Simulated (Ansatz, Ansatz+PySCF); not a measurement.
```yaml
atoms:
  - { symbol: N, position_ang: [0.0000, 0.4274, -0.3864] }
  - { symbol: H, position_ang: [0.0000, 1.3024, 0.2308] }
  - { symbol: O, position_ang: [0.0000, -0.5368, 0.3092] }
```

Basis set: def2-SVP (spherical functions). Correlated methods keep 2 orbitals frozen. Charge 0, multiplicity 1.

Computed with Ansatz (development build ahead of 0.2.0); each method stands on the lowest determinant of its kind that the runs found. Restricted open shells among the atoms or ions are ROHF, correlated in semicanonical orbitals with singles. Restricted functionals stand beside restricted open-shell atoms, which can lie above the unrestricted atoms usual in DFT and then raise those values.

The atomization energy at this shape (free ground-state atoms in the same class of orbitals less the molecule, no zero-point energy) of singlet HNO:

```
               method  atomization energy
 ωB97X (unrestricted)     204.21 kcal/mol
   ωB97X (restricted)     208.05 kcal/mol
r²SCAN (unrestricted)     202.05 kcal/mol
  r²SCAN (restricted)     204.66 kcal/mol
   PBE (unrestricted)     224.48 kcal/mol
     PBE (restricted)     225.97 kcal/mol
  PBE0 (unrestricted)     203.78 kcal/mol
    PBE0 (restricted)     205.53 kcal/mol
          RHF-CCSD(T)     184.40 kcal/mol
          UHF-CCSD(T)     183.61 kcal/mol
              RHF-MP2     189.51 kcal/mol
              UHF-MP2     177.19 kcal/mol
                  UHF      81.31 kcal/mol
```

Problem. What does RHF give?

Solution. 84.50 kcal/mol. Caution for ωB97X (unrestricted), PBE0 (unrestricted), UHF-CCSD(T), UHF-MP2, UHF: the determinant breaks the point group. Caution for PBE0 (unrestricted), UHF-CCSD(T), UHF-MP2, UHF: the unrestricted determinant is spin contaminated. Caution for UHF-MP2: another reference gives a lower total.
